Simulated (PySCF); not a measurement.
**B (boron, neutral) across methods**

[He] 2s2 3d1, 2D determinant (an excited configuration). Computed with PySCF 2.14 in aug-cc-pVTZ with one added diffuse shell each of s, p, d, f type (6s5p4d3f, 62 functions), with no relativity, point nucleus. The B2PLYP total includes its PT2 part (frozen core); its orbital energies are those of the SCF part.

| method | E (hartree) | mean ε 2s β (eV) | mean ε 2s α (eV) | mean ε 3d α (eV) | Σ⟨r²⟩ (bohr²) | ⟨S²⟩ |
| --- | --- | --- | --- | --- | --- | --- |
| M06-2X | -24.4078 | -18.417 | -18.393 | -1.169 | 88.34 | 0.750 |
| PBE0 | -24.3692 | -17.182 | -17.209 | -1.135 | 88.86 | 0.750 |
| wB97M-V | -24.3999 | -19.151 | -19.189 | -1.181 | 79.65 | 0.750 |
| B2PLYP | -24.3864 | -18.333 | -18.341 | -1.190 | 89.56 | 0.750 |
| PBE | -24.3638 | -15.855 | -15.891 | -0.958 | 87.77 | 0.750 |
| LDA | -24.1054 | -15.737 | -15.768 | -0.850 | 86.76 | 0.750 |
| UHF | -24.29065 | -20.270 | -20.277 | -1.465 | 91.99 | 0.750 |
| wB97X | -24.3955 | -19.789 | -19.783 | -1.572 | 91.75 | 0.750 |
| r2SCAN | -24.3793 | -16.159 | -16.164 | -0.842 | 89.36 | 0.750 |

The outer electron is Rydberg-like, and this basis confines it to a smaller radius and binds it less than a complete one would.
